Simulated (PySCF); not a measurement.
B3H5N3, charge -1, multiplicity 1. Atoms are numbered in the order given.

```xyz
11

B      0.0000     1.1918    -0.8052
N      0.0000     0.0000    -1.5257
B      0.0000    -1.1918    -0.8052
N      0.0000    -1.2115     0.6694
B      0.0000     0.0000     1.4108
N      0.0000     1.2115     0.6694
H      0.0000     2.3196    -1.3187
H      0.0000    -2.3196    -1.3187
H      0.0000    -2.0971     1.1546
H      0.0000     0.0000     2.6338
H      0.0000     2.0971     1.1546
```
Charge -1, spin multiplicity 1.

Geometry: PBE0-D3(BJ)/def2-SVPD. The multiplicity is an assumed one; no other spin state was optimised. The isomer is the one that the SMILES or the coordinates give; other isomers of the formula were not compared.

Computed with B3LYP/pcSseg-1 (PySCF).

GIAO shieldings, no solvent; atoms alike by connectivity are averaged. δ = σ(ref) − σ: ¹¹B against BF3 (σ = 86.3 ppm); ¹⁵N against NH3 (σ = 265.5 ppm); ¹H against TMS (σ = 31.68 ppm), references at their B3LYP-D3(BJ)/def2-TZVP geometries, non-relativistic.

```tsv
atoms	nucleus	count	δ (ppm)
B1, B3	¹¹B	2	15.5
B5	¹¹B	1	[?]
N2	¹⁵N	1	[?]
N4, N6	¹⁵N	2	158.2
H7, H8	¹H	2	[?]
H9, H11	¹H	2	4.56
H10	¹H	1	4.48
```

Problem. Some entries are withheld; supply them. (Estimate from the structure and the level; the computed values follow.)

Solution. 
- B5, δ (ppm): 12.1
- N2, δ (ppm): 248.4
- H7, H8, δ (ppm): 5.01
